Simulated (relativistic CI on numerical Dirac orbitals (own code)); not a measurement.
# Rh⁵⁺: 4s photoemission

Computed with this model: Dirac-Coulomb-Breit CI, orbitals from a KLI potential per configuration, QED by a radiative potential, valence Slater integrals scaled by 0.9, multiplet model of photoemission in the sudden approximation; configurations [Kr] 4d4 → [Ar] 3d10 4s 4p6 4d4; 300 K; Lorentzian 2 eV and Gaussian 0.6 eV FWHM. Energies are those of the free ion, without screening or charge transfer. The energies are binding energies and can lie tens of eV above those of solids. Without intra-shell correlation the exchange splitting of an s hole comes out too large, often by half or more. S is read from ⟨S²⟩ = S(S + 1).

Field parameters in Wybourne normalisation: Oh B⁴₀ = 21Dq, B⁴₄ = √(5/14) B⁴₀. The field is a parameter set, without covalency.

Computed curve for Oh, 10Dq = 33800 cm⁻¹, scaled to 100 at the maximum (points under 2 are left out and the grid is thinned):

```tsv
Energy (eV)	Intensity
159.6	2.1
160.0	2.3
160.2	2.4
160.6	2.7
161.0	3.0
161.4	3.3
161.6	3.6
162.0	4.1
162.4	4.7
162.8	5.4
163.0	5.8
163.4	6.9
163.8	8.3
164.0	9.2
164.4	11.5
164.8	14.6
165.2	19.2
165.4	22.4
165.8	31.0
166.2	44.1
166.6	61.8
166.8	71.5
167.2	89.2
167.6	99.7
167.8	100.0
168.2	88.3
168.6	66.9
169.0	47.5
169.2	40.1
169.6	29.6
170.0	23.3
170.4	19.9
170.6	18.9
171.0	18.3
171.4	19.4
171.8	22.5
172.0	24.9
172.4	31.6
172.8	40.4
173.0	44.8
173.4	50.9
173.8	49.0
174.2	39.5
174.4	33.8
174.8	24.1
175.2	17.3
175.6	12.9
175.8	11.3
176.2	9.0
176.6	7.4
176.8	6.8
177.2	5.7
177.6	4.7
178.0	4.0
178.2	3.7
178.6	3.2
179.0	2.8
179.4	2.5
179.6	2.3
180.0	2.1
```

The ground state has S = 1.04, and the centroid lies at 169.53 eV.
